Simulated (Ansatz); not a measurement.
CHNOSi, SMILES `N#C[Si]O` (excited triplet) (charge 0, multiplicity 3). This triplet is an excited state, 2.01 eV above the relaxed singlet at the level B3LYP/cc-pVTZ // PBE0-D3(BJ)/def2-TZVP (Ansatz, a program for electronic structure).

Cartesian coordinates (Å):
SMILES: N#C[Si]O
```xyz
5

N      2.4616    -0.3164     0.1208
C      1.3798     0.0511    -0.0795
Si    -0.2592     0.6937    -0.4718
O     -1.5370     0.1498     0.3994
H     -2.0452    -0.5781     0.0311
```
Charge 0, spin multiplicity 3.

Task: Give the natural occupations of the active orbitals, the CASSCF energy and the corrected energy for frozen-core fic-MRCISD+Q@CASSCF(6e,6o)/cc-pVTZ // PBE0-D3(BJ)/def2-TZVP (Ansatz).

Result: 
```json
{
 "natural_occupations": "1.94, 1.93, 1.00, 1.00, 0.07, 0.06",
 "CASSCF energy": "-456.8087 Ha",
 "corrected_energy": "-457.3949 Ha",
 "weight_of_the_reference": "0.884"
}
```
